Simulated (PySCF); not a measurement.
MgO, SMILES [O]=[Mg]. Geometry optimised at r2SCAN-D4/def2-TZVPD.

### Question
Give the equilibrium geometry at r2SCAN-D4/def2-TZVPD (PySCF confirms it by a frequency run) as a Z-matrix, and its point group. (Estimate from the structure and the level; the computed values follow.)

### Answer
point group C∞v.
```
Mg
O 1 1.7380
```
Charge 0, spin multiplicity 1.
